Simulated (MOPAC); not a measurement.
A run for MOPAC: PM6 on AlH4NO2 (SMILES [NH2][Al]([OH])[OH]), a point of a torsion scan.

```
PM6 1SCF PRECISE CHARGE=0 THREADS=1
AlH4NO2

N      1.55224335 1    -0.21260018 1     0.03783777 1
Al    -0.20845409 1    -0.43592410 1    -0.27217385 1
O     -0.76746005 1    -1.52713010 1    -1.38876257 1
O     -1.31613109 1     0.47423227 1     0.56274555 1
H      1.92207124 1     0.71460773 1    -0.12973000 1
H      1.89617435 1    -0.49015803 1     0.94815817 1
H     -0.50765033 1    -2.17742037 1    -2.02432401 1
H     -2.22990155 1     0.67291765 1     0.70809190 1
```

The log:

```
*******************************************************************************
 **                                                                           **
 **                              MOPAC v23.2.5                                **
 **                                                                           **
 *******************************************************************************
 ** MOPAC's Digital Object Identifier: https://doi.org/10.5281/zenodo.6511958 **
 **                                                                           **
 ** Please cite the open-source release paper for use of this MOPAC version:  **
 ** J. E. Moussa and J. J. P. Stewart (2026)                                  **
 ** MOPAC: An open-source semiempirical molecular orbital program             **
 ** J. Open Source Softw., 11(119), 8025, https://doi.org/10.21105/joss.08025 **
 *******************************************************************************

                              PM6 CALCULATION RESULTS

 *******************************************************************************
 *  PM6        - The PM6 Hamiltonian to be used
 *
 *
 *
 *                 CHARGE ON SYSTEM = 0
 *
 *
 *
 *  PRECISE    - TIGHTER CRITERIA TO BE USED
 *  1SCF       - DO 1 SCF AND THEN STOP
 *  THREADS=1  - MULTI-THREADING NOT USED
 *  T=         - A TIME OF 172800.0 SECONDS REQUESTED
 *  DUMP=N     - RESTART FILE WRITTEN EVERY 7200.0 SECONDS REQUESTED
 *******************************************************************************
PM6 1SCF PRECISE CHARGE=0 THREADS=1
 AlH4NO2

   ATOM   CHEMICAL          X               Y               Z
  NUMBER   SYMBOL      (ANGSTROMS)     (ANGSTROMS)     (ANGSTROMS)

     1       N          1.55224335  *  -0.21260018  *   0.03783777  *
     2      Al         -0.20845409  *  -0.43592410  *  -0.27217385  *
     3       O         -0.76746005  *  -1.52713010  *  -1.38876257  *
     4       O         -1.31613109  *   0.47423227  *   0.56274555  *
     5       H          1.92207124  *   0.71460773  *  -0.12973000  *
     6       H          1.89617435  *  -0.49015803  *   0.94815817  *
     7       H         -0.50765033  *  -2.17742037  *  -2.02432401  *
     8       H         -2.22990155  *   0.67291765  *   0.70809190  *



          CARTESIAN COORDINATES

    NO.       ATOM           X           Y           Z

     1         N          1.5522     -0.2126      0.0378
     2        Al         -0.2085     -0.4359     -0.2722
     3         O         -0.7675     -1.5271     -1.3888
     4         O         -1.3161      0.4742      0.5627
     5         H          1.9221      0.7146     -0.1297
     6         H          1.8962     -0.4902      0.9482
     7         H         -0.5077     -2.1774     -2.0243
     8         H         -2.2299      0.6729      0.7081

 General Reference for PM6:
 "Optimization of Parameters for Semiempirical Methods V: Modification of NDDO Approximations
 and Application to 70 Elements", J. J. P. Stewart, J. Mol. Mod., 13, 1173-1213 (2007)
 URL: https://link.springer.com/article/10.1007/s00894-007-0233-4

           Empirical Formula: H4 N O2 Al  =     8 atoms



      MOLECULAR POINT GROUP   :   Cs


      RHF CALCULATION, NO. OF DOUBLY OCCUPIED LEVELS = 12


 -------------------------------------------------------------------------------
 PM6 1SCF PRECISE CHARGE=0 THREADS=1
 AlH4NO2



     1SCF WAS SPECIFIED, SO BFGS WAS NOT USED
     SCF FIELD WAS ACHIEVED


                              PM6 CALCULATION
                                                       MOPAC v23.2.5 Linux




          FINAL HEAT OF FORMATION =       -116.78689 KCAL/MOL =    -488.63633 KJ/MOL


          COSMO AREA              =        104.97 SQUARE ANGSTROMS
          COSMO VOLUME            =         88.81 CUBIC ANGSTROMS

          IONIZATION POTENTIAL    =          9.406650 EV
          HOMO LUMO ENERGIES (EV) =         -9.407  2.089
          NO. OF FILLED LEVELS    =         12
          MOLECULAR WEIGHT        =         77.0186         POINT GROUP:  Cs

          MOLECULAR DIMENSIONS (Angstroms)

            Atom       Atom       Distance
            H     8    H     7     4.30775
            H     7    H     6     3.64636
            H     5    H     7     1.57239


          SCF CALCULATIONS        =          1





   ATOM   CHEMICAL          X               Y               Z
  NUMBER   SYMBOL      (ANGSTROMS)     (ANGSTROMS)     (ANGSTROMS)

     1       N          1.55224335  *  -0.21260018  *   0.03783777  *
     2      Al         -0.20845409  *  -0.43592410  *  -0.27217385  *
     3       O         -0.76746005  *  -1.52713010  *  -1.38876257  *
     4       O         -1.31613109  *   0.47423227  *   0.56274555  *
     5       H          1.92207124  *   0.71460773  *  -0.12973000  *
     6       H          1.89617435  *  -0.49015803  *   0.94815817  *
     7       H         -0.50765033  *  -2.17742037  *  -2.02432401  *
     8       H         -2.22990155  *   0.67291765  *   0.70809190  *

                             CARTESIAN COORDINATES

   1    N        1.552243350    -0.212600180     0.037837770
   2   Al       -0.208454090    -0.435924100    -0.272173850
   3    O       -0.767460050    -1.527130100    -1.388762570
   4    O       -1.316131090     0.474232270     0.562745550
   5    H        1.922071240     0.714607730    -0.129730000
   6    H        1.896174350    -0.490158030     0.948158170
   7    H       -0.507650330    -2.177420370    -2.024324010
   8    H       -2.229901550     0.672917650     0.708091900


           Empirical Formula: H4 N O2 Al  =     8 atoms



      MOLECULAR POINT GROUP   :   Cs


                  EIGENVALUES
 -29.77132 -28.06383 -27.11034 -18.76065 -18.02406 -15.80338 -14.41365 -12.41139
 -12.30522 -11.88163 -11.80254  -9.40665   2.08885   3.28176   4.39145   4.64011
   7.18837   7.49822   7.83341   7.94760  88.69014  88.88469  89.10024  91.27657
  91.30910


              NET ATOMIC CHARGES AND DIPOLE CONTRIBUTIONS

  ATOM NO.   TYPE          CHARGE      No. of ELECS.   s-Pop       p-Pop       d-Pop
    1          N          -0.765449        5.7654     1.59280     4.17265
    2         Al           1.117370        1.8826     0.65045     1.13118     0.10100
    3          O          -0.772017        6.7720     1.69717     5.07485
    4          O          -0.782755        6.7828     1.69353     5.08922
    5          H           0.226967        0.7730     0.77303
    6          H           0.227969        0.7720     0.77203
    7          H           0.373198        0.6268     0.62680
    8          H           0.374715        0.6253     0.62528
 DIPOLE           X         Y         Z       TOTAL
 POINT-CHG.     0.217    -0.128    -0.023     0.253
 HYBRID        -0.324     0.434     0.487     0.728
 SUM           -0.107     0.307     0.463     0.566


          ATOMIC ORBITAL ELECTRON POPULATIONS

     Atom    s        px        py        pz      x^2-y^2     xz        z^2       yz        xy
    1  N   1.59280   1.39880   1.36644   1.40741
    2 Al   0.65045   0.48193   0.32311   0.32613   0.02290   0.02173   0.01642   0.01800   0.02196
    3  O   1.69717   1.80419   1.63402   1.63664
    4  O   1.69353   1.46056   1.80574   1.82292
    5  H   0.77303
    6  H   0.77203
    7  H   0.62680
    8  H   0.62528

 **********************
 *                    *
 * JOB ENDED NORMALLY *
 *                    *
 **********************




 == MOPAC DONE ==
```

The run finished.

Cost: very roughly 0.03 core-seconds.
